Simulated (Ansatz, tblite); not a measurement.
Forces on ZnB7⁻ at its PBE0-D4/def2-SVPD geometry. The state is a singlet with charge -1.

The xTB rows come from tblite. The restricted singlet is unstable towards broken spin symmetry at other levels; at PBE-D4/def2-TZVPD this wasn't settled. The geometry of the singlet was relaxed on an unsound state (restricted singlet, unstable towards broken spin symmetry at other levels and untested here). Another isomer (singlet) lies 0.48 eV lower at PBE0-D4/def2-TZVPD; other spin states weren't run for this one.

GFN1-xTB (tblite), largest force 3.06 eV/Å:

```xyz
8
positions Å, forces eV/Å
Zn    3.436    0.491    1.803    0.888    0.046    0.473
B     1.611    0.553    0.816   -0.350   -0.117   -0.175
B    -0.885   -1.118   -0.366    2.269   -0.579    1.284
B     0.435   -0.346    0.271   -0.713   -2.977   -0.090
B    -2.212   -1.603   -1.037   -0.989   -1.259   -0.410
B    -0.834    0.763   -0.525   -0.207    1.473   -0.258
B     0.503    1.355    0.139   -0.960    1.700   -0.687
B    -2.056   -0.095   -1.101    0.062    1.714   -0.136
```

GFN2-xTB (tblite), largest force 0.99 eV/Å:

```
Zn 0.235 0.078 0.119
B -0.804 -0.390 -0.393
B 0.475 -0.681 0.323
B 0.025 -0.986 0.110
B 0.714 0.412 0.347
B -0.366 0.709 -0.268
B -0.753 0.039 -0.412
B 0.474 0.820 0.175
```

PBE-D4/def2-TZVPD (Ansatz), largest force 0.30 eV/Å:

```
Zn 0.040 -0.007 0.023
B -0.008 0.079 -0.011
B 0.200 0.200 0.087
B -0.230 -0.023 -0.123
B -0.051 0.041 -0.031
B 0.014 -0.069 0.015
B -0.092 -0.199 -0.031
B 0.127 -0.022 0.071
```
